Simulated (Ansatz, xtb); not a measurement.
# BBeFH2IN: which of two structures lies lower

We compare X, `[F][Be][NH]BI`, a singlet, with Y, a singlet given by its coordinates. Both are isolated molecules in the gas phase, relaxed with r2SCAN-D4/def2-SVP; the shapes shown needn't be the lowest conformers.

X (Å):

```csv
atom,x (Å),y (Å),z (Å)
B,-0.1207,0.2035,-0.2312
Be,-0.2389,-1.9781,0.9517
F,-0.8516,-3.2082,1.1382
I,0.6800,2.1542,-0.6827
N,0.4402,-0.6220,0.7487
H,1.2520,-0.2640,1.2492
H,-1.0854,-0.1474,-0.8698
```

Y (Å):

```yaml
atoms:
  - { symbol: B, position_ang: [0.6132, 0.2175, 0.7998] }
  - { symbol: Be, position_ang: [-0.8432, -1.4510, -0.3151] }
  - { symbol: F, position_ang: [1.5722, 0.7872, 1.5102] }
  - { symbol: I, position_ang: [-0.8596, 1.5199, -0.1915] }
  - { symbol: N, position_ang: [0.3997, -1.1379, 0.5856] }
  - { symbol: H, position_ang: [-1.8041, -2.0383, -1.0270] }
  - { symbol: H, position_ang: [1.0517, -1.7895, 1.0210] }
```

Close contacts (Å): B1–F3 1.32, B1–I4 2.20, B1–N5 1.39, Be2–I4 2.97, Be2–N5 1.57, Be2–H6 1.33, N5–H7 1.02.

Task: Estimate E(Y) − E(X) at the level CCSD(T)/def2-SVP + ΔMP2/def2-TZVPP.

Result: Calculated at CCSD(T)/def2-SVP + ΔMP2/def2-TZVPP: E(Y) − E(X) = +0.714 eV, so structure X lies lower.

The same difference at several levels:

| level | geometry | E(Y) − E(X) (eV) | departure from the last row (eV) | job, with rough time for the two |
| --- | --- | --- | --- | --- |
| r2SCAN-D4/def2-SVP | r2SCAN-D4/def2-SVP | +0.626 | −0.089 | optimisation, 3.2 min |
| HF/def2-SVP | r2SCAN-D4/def2-SVP | +0.660 | −0.054 | part of the CCSD(T) run |
| MP2/def2-SVP | r2SCAN-D4/def2-SVP | +0.727 | +0.013 | part of the CCSD(T) run |
| CCSD(T)/def2-SVP | r2SCAN-D4/def2-SVP | +0.699 | −0.015 | single point |
| CCSD(T)/def2-SVP + ΔMP2/def2-TZVPP | r2SCAN-D4/def2-SVP | +0.714 |  | single point, 1.8 min |

The levels shown agree on the order. The largest departure from CCSD(T)/def2-SVP + ΔMP2/def2-TZVPP is that of r2SCAN-D4/def2-SVP, 0.089 eV. Levels run at GFN2-xTB geometries aren't shown. The last row adds to CCSD(T) the change of the MP2 difference between the two basis sets, here +0.015 eV.

With harmonic frequencies from r2SCAN-D4/def2-SVP (ideal gas, rigid rotor, one conformer each, 298.15 K, 1 atm): on the last row, ΔE + ΔZPE = +0.647, ΔH = +0.647, ΔG = +0.657 eV.

The correlated steps freeze 7 core orbitals; the filled d shell of I is correlated; the last core shell of Be is correlated, in a basis made for valence electrons. Atoms past krypton carry core potentials in the def2 sets and no spin–orbit term is included. Codes used: Ansatz 0.2.0; the last row on 1 thread of AMD EPYC (Zen 3) on a shared host.
